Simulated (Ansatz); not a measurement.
C2H6Br (charge -1), singlet: a pair in one relaxed arrangement.

Input (in.yaml):

```yaml
crystal:
  periodic: [false, false, false]
  atoms:
    - {symbol: Br, position_ang: [-0.568291, -1.200371, -3.187768]}
    - {symbol: C, position_ang: [0.544398, 0.611203, 0.019837]}
    - {symbol: C, position_ang: [-0.395112, -0.301143, 0.787805]}
    - {symbol: H, position_ang: [0.273694, 1.664497, 0.148581]}
    - {symbol: H, position_ang: [1.580200, 0.492982, 0.355132]}
    - {symbol: H, position_ang: [0.496232, 0.369408, -1.046254]}
    - {symbol: H, position_ang: [-0.126733, -1.348307, 0.630675]}
    - {symbol: H, position_ang: [-1.419881, -0.188610, 0.426594]}
    - {symbol: H, position_ang: [-0.384507, -0.099658, 1.865299]}
basis:
  gaussian: {orbitals: STO-3G}
total_charge: -1
hamiltonian: {xc: hf}
```

Run by:

```bash
ansatz run in.yaml --threads 4 --pin off --events-out ev --progress --plain --max-ram 9574MiB
```

The run's output (Ansatz 0.2.0):

```
Functional definition: HF
  name "HF"
  cite "Fock, Z. Phys. 61, 126 (1930) doi:10.1007/BF01340294"
  parent pbe
  exchange = exact_x
  correlation = 0
396 factors; integrals over basis functions are off by at most 2.1e-5 eV
mean field evaluation 1: about -71369.9974 eV, gradient 1.7e1 eV
mean field evaluation 2: about -71370.1184 eV, gradient 1.7e1 eV
mean field evaluation 4: about -71371.1615 eV, gradient 8.0e-1 eV
mean field evaluation 8: about -71371.1636 eV, gradient 2.1e-5 eV
mean field -71371.16364147 eV, -2622.8418867118 hartree, gradient 2.1e-5 eV, S^2 0.000000; 0 other end points of the search recorded, 0 dependent functions left out
reference -71371.16364147 eV, -2622.8418867118 hartree; 27, 27 occupied and 7, 7 virtual orbitals, 396 factors
Total energy: -71371.16364147 eV, -2622.8418867118 hartree
```

The lines “mean field evaluation” count trial sets of orbitals through the whole run, from several starts and some on an approximate energy, so they need not fall steadily or lie above the final value.

Hardware: 4 CPU threads of an Arm Neoverse V1, shared host. Wall time about 0.1 s.
